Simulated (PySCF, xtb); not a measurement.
H₇Si₃, SMILES [SiH2][SiH2][SiH3] (connectivity only; charge and spin as stated), charge +1, multiplicity 1.

GFN2-xTB (xtb) at its own geometry gives an orbital gap of 1.87 eV.

Coordinates come from a B3LYP-D3(BJ)/def2-SVP optimisation. The spin state was assumed, not searched. The isomer is the one that the SMILES or the coordinates give; other isomers of the formula were not compared.

Q: What does ωB97X/def2-TZVPD in PySCF give? (The exact figures need the calculation; the answer reports its results.)

A: gap 8.32 eV (levels -15.14 and -6.82 eV).
